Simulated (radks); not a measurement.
The numbers below are computed, except where a source is named.
Species: F4+. Configuration: [He] 2s2 2p1.

Level of theory: Dirac Kohn-Sham, BLYP, spin-unpolarised, spherical densities, finite nucleus; open shells fill j = l - 1/2 first; Fermi nuclear charge, rms radius 2.8976 fm (a radial shooting solver on a logarithmic mesh with Libxc functionals).

Energy parts (Ry):
| part | energy |
|---|---|
| total | -184.65501 |
| kinetic | 184.77255 |
| electron-nucleus | -404.09325 |
| Hartree | 50.06467 |
| exchange-correlation | -15.39897 |

Orbitals (lengths in bohr, moments of r in powers of bohr; <r^-3> diverges for s and p1/2):
1s1/2: occ. 2; eigenvalue (Ry) -57.18584; <r^2> 0.04166
2s1/2: occ. 2; eigenvalue (Ry) -8.57236; <r^2> 0.8301
2p1/2: occ. 1; eigenvalue (Ry) -7.31270; <r^2> 0.7305
2p3/2: occ. 0; eigenvalue (Ry) -7.30404; <r^-3> 13.78; <r^2> 0.7322

The highest occupied level is 2p1/2 at -99.494 eV. Summed over all electrons, <r^2> = 2.474 bohr^2, which gives a Langevin (diamagnetic) susceptibility term of -1.96 x 10^-6 cm^3/mol.
